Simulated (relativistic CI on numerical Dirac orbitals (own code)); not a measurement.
Pt⁶⁺: 4d photoemission

Computed with this model: Dirac-Coulomb-Breit CI, separate exchange-only KLI orbitals for each configuration, QED by a radiative potential, valence Slater integrals scaled by 0.7, multiplet model of photoemission in the sudden approximation; configurations [Xe] 4f14 5d4 → [Kr] 4d9 4f14 5s2 5p6 5d4; 80 K; Lorentzian 3.5 eV and Gaussian 0.6 eV FWHM. Energies are those of the free ion, without screening or charge transfer. The energies are binding energies and can lie tens of eV above those of solids. S is read from ⟨S²⟩ = S(S + 1).

free ion: ground-state S = 1.54, centroid 423.50 eV. Peaks (eV, height): 416.4 (100), 434.4 (65).

Strongest unbroadened transitions for free ion:

| Energy (eV) | Relative strength |
| --- | --- |
| 416.28 | 100.0 |
| 417.82 | 0.3 |
| 418.46 | 2.8 |
| 418.70 | 1.3 |
| 419.91 | 0.4 |
| 420.51 | 0.1 |
| 422.91 | 0.1 |
| 423.06 | 1.6 |
| 423.73 | 0.1 |
| 424.59 | 0.4 |
| 434.30 | 56.2 |
| 434.71 | 8.2 |
| 435.79 | 2.6 |
| 436.12 | 0.5 |
| 437.86 | 0.1 |
| 437.92 | 0.1 |
| 438.23 | 0.1 |
| 441.37 | 0.1 |
